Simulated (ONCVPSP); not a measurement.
## What one change does to a pseudopotential (Ni, ONCV)

ONCVPSP 4.0.1 input, shortened (lines: element, Z, core and valence counts, functional; n l f; lmax; l rc ep ncon nbas qcut; lloc lpopt rc5 dvloc0; l nproj debl; icmod fcfact rcfact), LDA (Perdew-Wang 92), scalar-relativistic:

```
  Ni 28.00    3    4  -001012      upf
    1    0    2.00
    2    0    2.00
    2    1    6.00
    3    0    2.00
    3    1    6.00
    3    2    8.00
    4    0    2.00
    2
    0    1.40    0.00    4    8    9.50
    1    1.25    0.00    4    8   13.20
    2    0.80    0.00    4    7   11.90
    4    3    0.50    0.00
    0    2    3.50
    1    2    2.70
    2    3    2.80
    3    3.25    1.75
```

Change: p: qcut 16.3.

Cutoffs: the cutoffs (Ha) at which the residual kinetic energy of the hardest occupied pseudo-wave falls to 1 and 0.1 mHa per electron; they do not see the model core or the augmentation charge, which bear on the density cutoff. Errors are all-electron minus pseudo energies relative to the spin-unpolarised reference configuration.

Question: How do hardness, ghosts and transferability respond?

Answer: The potential gets neither clearly harder nor softer (260 Ha and 308 Ha → 260 Ha and 308 Ha); both files keep a bound ghost (d); the errors of the 4 common tests hardly move.

```csv
quantity,base,changed
"cutoff, loose",260 Ha,260 Ha
"cutoff, tight",308 Ha,308 Ha
loose cutoff by channel,"s 23 Ha, p 45 Ha, d 260 Ha","s 23 Ha, p 58 Ha, d 260 Ha"
bound ghosts,d,d
GHOST(+) flags under 300 eV,s at 222.5 eV,s at 222.5 eV
"error for 3s2 3p6 3d8 4s1, meV [ΔE 9.59 eV]",-0.5,-0.5
"error for 3s2 3p6 3d8 4s0, meV [ΔE 27.25 eV]",-0.4,-0.4
"error for 3s2 3p6 3d7 4s0, meV [ΔE 65.05 eV]",-5.9,-6.7
"error for 3s2 3p6 3d8 4s0 4p2, meV [ΔE 9.68 eV]",-0.9,-1.0
s: phases at 1.42 bohr within 0.05 rad from the reference energy up to (Ha; the scan ends near 5),to the end of the scan,to the end of the scan
p: phases at 1.27 bohr within 0.05 rad from the reference energy up to (Ha; the scan ends near 5),to the end of the scan,to the end of the scan
d: phases at 0.81 bohr within 0.05 rad from the reference energy up to (Ha; the scan ends near 5),n/a,n/a
"rms error of d²Exc/dni dnj with the model core, mHa",1.82,1.84
```

 A true bound ghost makes a file unfit for plane-wave use even where its test errors are small: the radial tests pick states by their node count and pass the ghost by.
